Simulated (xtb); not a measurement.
boron atom (B), doublet. Base run: GFN2-xTB (xtb).

The xtb input:
```
$ xtb mol.xyz --gfn 2 --uhf 1 --json

# file mol.xyz
1

B      0.00000000     0.00000000     0.00000000
```

The base run was repeated with changes; each row names its change, and settings that it needs were set with it.

| change | ΔE vs base (mEh) | G_solv (kcal/mol) | SCF cycles |
|---|---|---|---|
| base | 0.000 | - | 3 |
| acc = 0.0001 | 0.000 | - | 3 |
| alpb = chcl3 | -3.584 | -2.25 | 3 |
| alpb = water | -1.723 | -1.08 | 3 |

ALPB and GBSA are two models with their own fitted parameters for each solvent, which aren't always the measured dielectric constant.
